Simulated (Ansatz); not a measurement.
`C[N](C)[Ga]([OH])[Cl]` → 2 C• + Cl• + Ga• + 7 H• + N• + O•  (atomization)

Calculated with Ansatz (gas phase, PBE0-D4/def2-TZVP geometries, no zero-point term in ΔE). CBS: MP2 limit from def2 TZ/QZ plus the TZ coupled-cluster correction, frozen cores. This one scheme is used for every species, atoms too. Functionals use def2-TZVPP. Open shells (•) are unrestricted, without spin–orbit coupling. Spin–orbit coupling would lower the free atoms: a little for C, Cl, O; clearly for Ga. Bonds to Ga are less sure, by a few kJ/mol each and by 10 to 20 or more in all where they break to atoms, as the def2 sets lack core-valence functions. Scalar relativity is left out up to krypton. One conformer a species, not always the lowest.

CCSD(T)/CBS gives +4710.5 kJ/mol.

Problem. Another level gave +4685.9 kJ/mol. Which?
A. HF/def2-TZVPP
B. SCS-MP2/def2-TZVPP
C. MP2/def2-TZVPP
D. PBE-D4/def2-TZVPP

Solution. C. MP2/def2-TZVPP 4685.9, SCS-MP2/def2-TZVPP 4653.8, PBE-D4 4785.8, HF/def2-TZVPP 3337.9 kJ/mol.

Largest T1 diagnostic among the species: 0.013.

From PBE to PBE0 (25 % exact exchange), in def2-TZVPP and without D4, ΔE moves by −83.9 kJ/mol: exact exchange takes away binding that semilocal exchange gives to molecules. The D4 term adds +49.5 kJ/mol with B3LYP and +26.3 kJ/mol with PBE0; it sums over pairs of atoms, weighted by their polarisabilities, and B3LYP, whose exchange is more repulsive, gets the larger term.

B3LYP here is the variant with VWN-RPA as its local correlation; programs differ in this.

For atomizations the MP2-based limit and the directly extrapolated one differ by several kJ/mol either way, and by 10 to 25 for some Ge, Se and Sn compounds, so smaller differences from it don't rank the levels.
